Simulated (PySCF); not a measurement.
# From computed data to an observable: dipole moment from atomic charges

Sn(F)3(OSiH3) (F3H3OSiSn), SMILES [F][Sn]([F])([F])[O][SiH3]. Atoms are numbered in the order given.

```xyz
9

F      1.8313    -0.8064    -1.0652
Sn     0.5156     0.1540    -0.0262
F      0.5431    -0.5057     1.7960
F      1.0416     2.0131    -0.0326
O     -1.2902    -0.0846    -0.7557
Si    -2.6470    -0.7512     0.0269
H     -2.3844    -2.1750     0.4309
H     -3.0078     0.0507     1.2460
H     -3.7528    -0.6911    -0.9829
```
Charge 0, spin multiplicity 1.

Coordinates come from a PBE-D3(BJ)/def2-SVP optimisation. The structure was generated by enumeration; whether it is a known compound was not checked. The def2 effective core potentials stand for the cores of Sn; spin–orbit coupling is left out. The values are those of a single conformer.

Charges (e) from PBE/def2-TZVP in PySCF:

```tsv
atom	ESP fit	Mulliken
F1	-0.318	-0.397
Sn2	1.191	1.473
F3	-0.334	-0.405
F4	-0.318	-0.397
O5	-0.409	-0.511
Si6	0.304	0.285
H7	-0.047	-0.018
H8	-0.048	-0.018
H9	-0.020	-0.012
```

The dipole moment of the full density is 2.05 D.

Q: What dipole moment does each set of point charges give, and which comes closer to that of the density?

A: 
μ = Σ q r, and 1 e Å = 4.8032 D.
ESP fit: Σ q r = (-0.426, -0.112, -0.025) e Å, |μ| = 2.12 D.
Mulliken: Σ q r = (-0.554, -0.172, 0.045) e Å, |μ| = 2.79 D.
ESP fit comes closer in size. Point charges leave out the atoms' own dipoles (lone pairs, polarised bonds); fits to the potential absorb them, partitions of the density don't.
